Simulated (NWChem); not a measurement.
Molecule: BaBrF; SMILES [F][Ba][Br]

```xyz
3

Ba    -0.3040    -0.8875     0.0000
F      1.3309    -2.3955     0.0000
Br     0.1442     2.0360     0.0000
```
Atoms are numbered in this order, from 1.

Computed with NWChem. Structure relaxed at the PBE0/def2-SVP level. def2 effective core potentials on Ba; no spin-orbit coupling. Vertical excitations in the gas phase; the lowest state need not have the same character in each row.

| level | lowest excitation, singlet (eV) | orbital gap (eV) |
|---|---|---|
| PBE/def2-SVPD, full TDDFT | 3.41 | 3.41 |
| B3LYP/def2-SVPD, full TDDFT | 3.83 | 4.58 |
| LDA (Slater exchange, VWN5)/def2-SVPD, full TDDFT | 3.51 | 3.51 |
| Hartree-Fock/def2-SVPD, TDHF | 5.71 | 9.16 |
